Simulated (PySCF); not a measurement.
CH6AlNO2.

```xyz
11

Al     0.0116     0.5294     0.0000
N      0.7297    -1.0894     0.0000
C      0.0141    -2.3549     0.0000
H      1.7375    -1.2166     0.0000
H      0.2369    -2.9736    -0.8910
H      0.2369    -2.9736     0.8910
H     -1.0713    -2.1706     0.0000
O     -1.6885     0.6155     0.0000
H     -2.1844     1.4379     0.0000
O      0.9171     1.9726     0.0000
H      1.8722     2.0644     0.0000
```
Charge 0, spin multiplicity 1.

Coordinates come from a B3LYP-D3(BJ)/def2-SVP optimisation. The structure was generated by enumeration; whether it is a known compound was not checked. One conformer was computed; it need not be the lowest.

Level of theory: PBE0/pcSseg-1 (PySCF). Non-relativistic, no solvent.

Computed absolute GIAO shielding of each atom: isotropic value and principal components (ppm):
```csv
atom,σ(iso),σ11,σ22,σ33,span
Al1,453.4,401.7,460.1,498.5,96.8
N2,252.8,222.7,258.7,276.9,54.2
C3,151.8,127.1,144.3,184.0,56.9
H4,31.7,22.8,30.6,41.9,19.1
H5,28.6,23.5,26.4,35.8,12.4
H6,28.6,23.5,26.4,35.8,12.4
H7,28.4,23.5,28.2,33.4,9.9
O8,336.0,321.8,324.9,361.3,39.5
H9,30.3,22.2,23.9,44.8,22.6
O10,327.9,309.3,314.0,360.3,51.0
H11,30.3,22.2,24.2,44.3,22.2
```
